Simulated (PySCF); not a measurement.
All values below come from PySCF 2.14.0 with PBE0-D3(BJ)/def2-TZVP // PBE0-D3(BJ)/def2-SVP. All species are isolated molecules in the gas phase. One relaxed conformer stands for a flexible species; it need not be the lowest. Excitations are Tamm–Dancoff values on a coarser integration grid. The basis has no diffuse functions, so Rydberg states are missing or too high.

Reference species (SMILES): `C=C(F)c1ccc([SiH3])cc1` (F–C–C–C torsion 5°) (neutral, multiplicity 1).

```
Property           Value
---------------  -------
S1–T1 gap (TDA)  1.77 eV
HOMO–LUMO gap    5.28 eV
```

Changed species: `C=Cc1cc([SiH3])ccc1F` (C–C–C–C torsion 3°).

Question: Predict the effect on the S1–T1 gap (TDA) and HOMO–LUMO gap.

Answer: the S1–T1 gap (TDA) drops by 0.13 eV, to 1.64 eV; the HOMO–LUMO gap rises by 0.05 eV, to 5.33 eV.
